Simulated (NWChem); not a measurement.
SnHI$_{3}$; SMILES [I][SnH]([I])[I]

No frequency run checked for a minimum. def2 effective core potentials on Sn, I; no spin-orbit coupling.

Problem. Give the equilibrium geometry at PBE-D3(BJ)/def2-SVP with def2 effective core potentials on Sn, I (NWChem) as a list of bonds and angles, with the point group.

Solution. point group C3v; any orientation.
Bond lengths (Å): Sn1–I2 2.710, Sn1–I3 2.710, Sn1–I4 2.710, Sn1–H5 1.728. Bond angles (°): I2–Sn1–I3 109.3, I2–Sn1–I4 109.3, I2–Sn1–H5 109.7, I3–Sn1–I4 109.3, I3–Sn1–H5 109.7, I4–Sn1–H5 109.7.
